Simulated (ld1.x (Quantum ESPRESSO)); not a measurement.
## Bi (Z = 83): excitation energies, all-electron against TM

* Element: Bi
* Generator: ld1.x (Quantum ESPRESSO) 7.5
* Type: norm-conserving Troullier–Martins (Kleinman–Bylander form)
* Functional: LDA (PZ)
* Relativity: scalar-relativistic
* Frozen core: [Xe] 4f14 5d10
* Valence charge: 5
* Reference configuration: 6s2 6p3
* Partial waves: 6s (bound): rc 1.45 bohr; 6p (bound): rc 1.80 bohr; 6d channel at -0.15 Ry: rc 1.50 bohr
* Local potential: the d channel
* Core correction: none

Energies are relative to the spin-unpolarised reference configuration 6s2 6p3; without spin polarisation the order of configurations can differ from experiment. Spin-polarised rows fill each open shell by Hund’s rule, majority spin first.

(1) Give the all-electron excitation energy and the error of the potential for: 6s2 6p2; 6s2 6p1; 6s2 6p0; 6s0 6p5; 6s1 6p3; 6s2 6p2.5; 6s1 6p0; 6s2 6p3 (spin-polarised); 6s2 6p2 (spin-polarised).

Levels in the configuration 6s2 6p1:

```
level  all-electron (eV)  pseudo (eV)
   6s            -31.121      -31.092
   6p            -19.549      -19.488
```

Note: ghost states, extra bound levels that the all-electron valence spectrum of the same l lacks: s at -670.9 eV, p at -451.2 eV, d at -66.2 eV, f at -24.0 eV. A true bound ghost makes a file unfit for plane-wave use.

Answers

(1)

```csv
valence configuration,charge,ΔE all-electron (eV),error AE − PS (meV)
6s2 6p2,+1,8.154,+3.8
6s2 6p1,+2,23.719,+33
6s2 6p0,+3,47.434,+128
6s0 6p5,0,20.722,+119
6s1 6p3,+1,19.049,+18
6s2 6p2.5,+0.5,3.208,+0.1
6s1 6p0,+4,93.349,+396
6s2 6p3 (spin-polarised),0,-1.024,+197
6s2 6p2 (spin-polarised),+1,7.602,+135
```
